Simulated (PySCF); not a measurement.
**PySCF run on SnF**

File input.py (PySCF 2.14):

```python
from pyscf import gto, dft

mol = gto.M(
    atom='Sn 0 0 0; F 0 0 1.965',
    basis='def2-svp',
    ecp={'Sn': 'def2-svp'},
    charge=0,
    spin=1,
    verbose=4,
)
mf = dft.UKS(mol, xc='b3pw91')
mf.kernel()
mf.mulliken_pop()
mf.dip_moment()
print('orbital energies (hartree):', [e[max(0, n-3):n+3].round(4) for e, n in zip(mf.mo_energy, mol.nelec)])
```

```bash
$ OMP_NUM_THREADS=1 python input.py
```

The log (some set-up lines and the per-cycle HOMO/LUMO lines with their warnings removed):

```
PySCF version 2.14.0

[INPUT] verbose = 4
[INPUT] num. atoms = 2
[INPUT] num. electrons = 31
[INPUT] charge = 0
[INPUT] spin (= nelec alpha-beta = 2S) = 1
[INPUT] symmetry False subgroup None
[INPUT] Mole.unit = angstrom
[INPUT] Symbol           X                Y                Z      unit          X                Y                Z       unit  Magmom
[INPUT]  1 Sn     0.000000000000   0.000000000000   0.000000000000 AA    0.000000000000   0.000000000000   0.000000000000 Bohr   0.0
[INPUT]  2 F      0.000000000000   0.000000000000   1.965000000000 AA    0.000000000000   0.000000000000   3.713311834770 Bohr   0.0

nuclear repulsion = 53.3216731614046
number of shells = 16
number of NR pGTOs = 85
number of NR cGTOs = 40
basis = def2-svp
ecp = {'Sn': 'def2-svp'}

******** <class 'pyscf.dft.uks.UKS'> ********
method = UKS
initial guess = minao
damping factor = 0
level_shift factor = 0
DIIS = <class 'pyscf.scf.diis.CDIIS'>
diis_start_cycle = 1
diis_space = 8
diis_damp = 0
SCF conv_tol = 1e-09
SCF conv_tol_grad = None
SCF max_cycles = 50
direct_scf = True
direct_scf_tol = 1e-13
number electrons alpha = 16  beta = 15
XC library pyscf.dft.libxc version 7.0.0
    S. Lehtola, C. Steigemann, M. J.T. Oliveira, and M. A.L. Marques.,  SoftwareX 7, 1–5 (2018)
XC functionals = b3pw91
    A. D. Becke.,  J. Chem. Phys. 98, 5648 (1993)
radial grids:
    Treutler-Ahlrichs [JCP 102, 346 (1995); DOI:10.1063/1.469408] (M4) radial grids

becke partition: Becke, JCP 88, 2547 (1988); DOI:10.1063/1.454033
pruning grids: <function nwchem_prune>
grids dens level: 3
symmetrized grids: False
atomic radii adjust function: <function treutler_atomic_radii_adjust>
small_rho_cutoff = 0
Set gradient conv threshold to 3.16228e-05
tot grids = 36224
init E= -291.509997734447

cycle= 1 E= -313.544118723771  delta_E=  -22  |g|= 1.36  |ddm|=  4.7
cycle= 2 E= -313.860197559725  delta_E= -0.316  |g|= 0.929  |ddm|= 3.39
cycle= 3 E= -314.111863098276  delta_E= -0.252  |g|= 0.274  |ddm|= 1.17
cycle= 4 E= -314.129796755009  delta_E= -0.0179  |g|= 0.154  |ddm|= 0.267
cycle= 5 E= -314.138591915794  delta_E= -0.0088  |g|= 0.00602  |ddm|= 0.115
cycle= 6 E= -314.138609294625  delta_E= -1.74e-05  |g|= 0.000971  |ddm|= 0.00819
cycle= 7 E= -314.138610099897  delta_E= -8.05e-07  |g|= 0.000132  |ddm|= 0.00188
cycle= 8 E= -314.138610118939  delta_E= -1.9e-08  |g|= 4.97e-05  |ddm|= 0.000339
cycle= 9 E= -314.138610120979  delta_E= -2.04e-09  |g|= 7.52e-06  |ddm|= 8.65e-05
cycle= 10 E= -314.138610121075  delta_E= -9.58e-11  |g|= 4.08e-06  |ddm|= 2.13e-05
Extra cycle  E= -314.138610121058  delta_E= 1.68e-11  |g|= 8.49e-06  |ddm|= 1.04e-05
converged SCF energy = -314.138610121058  <S^2> = 0.75265069  2S+1 = 2.0026489
 ** Mulliken pop       alpha | beta **
pop of  0 Sn 4s        0.79987 | 0.79984
pop of  0 Sn 5s        0.21766 | 0.21797
pop of  0 Sn 6s        0.69107 | 0.70403
pop of  0 Sn 7s        0.26712 | 0.25189
pop of  0 Sn 4px       0.54878 | 0.54905
pop of  0 Sn 4py       0.53003 | 0.54911
pop of  0 Sn 4pz       0.54356 | 0.54373
pop of  0 Sn 5px       0.44943 | 0.44926
pop of  0 Sn 5py       0.47458 | 0.44968
pop of  0 Sn 5pz       0.45670 | 0.45669
pop of  0 Sn 6px       0.03486 | 0.02956
pop of  0 Sn 6py       0.49930 | 0.02354
[28 lines left out]
In total            16.00000 | 15.00000
 ** Mulliken atomic charges   ( Nelec_alpha | Nelec_beta ) **
charge of  0Sn =      0.44513  (    11.26335     10.29152 )
charge of  1F =     -0.44513  (     4.73665      4.70848 )
Dipole moment(X, Y, Z, Debye):  0.00000,  0.00000, -2.67696
orbital energies (hartree): [array([-0.361 , -0.3402, -0.1681, -0.1127, -0.0206,  0.1416]), array([-0.3603, -0.3523, -0.3265, -0.1006, -0.0711, -0.008 ])]
```

In short: E(SCF) = -314.138610 Eh, 10 cycles, ⟨S²⟩ = 0.753, μz(SCF) = -2.68 D.

It ran on Intel Xeon Platinum 8488C (1 thread, shared host) in 2.4 s, peak memory 0.17 GiB.

The bond length is a typed value, not an optimised one. No search for the lowest solution was made.
